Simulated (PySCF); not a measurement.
# SiF₄: calculation against measurement

Isolated SiF₄, optimised in PySCF with density fitting and no spin–orbit coupling; def2 sets carry scalar-relativistic core potentials from Rb on. It is a singlet of Td symmetry: PBE0/def2-SVP Si–F 1.586 Å (×4).

Counting electrons, silicon keeps none of its valence electrons outside its bonds, so the VSEPR class is AX4 and the expected shape is tetrahedral (Td), as computed.

Measured fundamentals (Shimanouchi, Tables of Molecular Vibrational Frequencies (1972), as compiled in the NIST Chemistry WebBook) beside computed harmonic wavenumbers, in cm⁻¹:

```
mode as compiled  computed symmetry  measured  rating (A best; medium not stated)  PBE0/def2-SVP
      a1 sym str                 a1       800                                   C            787
    e deg deform                  e       268                                   C            257
      f2 deg str                 t2      1032                                   B           1045
   f2 deg deform                 t2       389                                   B            381
```

Q: How close does the calculation come?

A: Mean absolute differences: PBE0/def2-SVP 2.3 %. The mean ratio of measured to computed values at PBE0/def2-SVP is 1.017. Harmonic values should lie a little above fundamentals, yet here they lie below on average.

Q: The measured mean polarisability is 3.319 Å³ (NIST CCCBDB Release 22 (SRD 101), experimental polarizabilities). What do the calculations give?

A: PBE0/def2-SVP 2.35 Å³. Basis sets without diffuse functions underestimate polarisabilities.

Q: The tabulated gas-phase entropy at 298.15 K and 1 bar is 282.76 ± 0.50 J/(mol K) (Cox, Wagman, et al., 1984, NIST Chemistry WebBook). What do rigid-rotor harmonic-oscillator sums give?

A: PBE0/def2-SVP 284.1 J/(mol K).

Q: ΔfH°(298 K) is -1615.0 ± 0.8 kJ/mol (Cox, Wagman, et al., 1984, NIST Chemistry WebBook), and for the gaseous atoms Si 450.0, F 79.3 kJ/mol (tabulated in the package mendeleev). Compare the atomisation enthalpy with the calculations.

A: From the tables it is 450.0 + 4 × 79.3 − (-1615.0) = 2382 kJ/mol. To a computed De one adds −ZPE (-33.4), the atoms' spin–orbit lowering from NIST levels (-8.2) and the thermal terms (18.2), all taken at PBE0/def2-SVP.
| level | De (kJ/mol) | ΔatH°(298 K) | computed − tabulated |
| --- | --- | --- | --- |
| PBE0/def2-SVP | 2245 | 2221 | -161 |
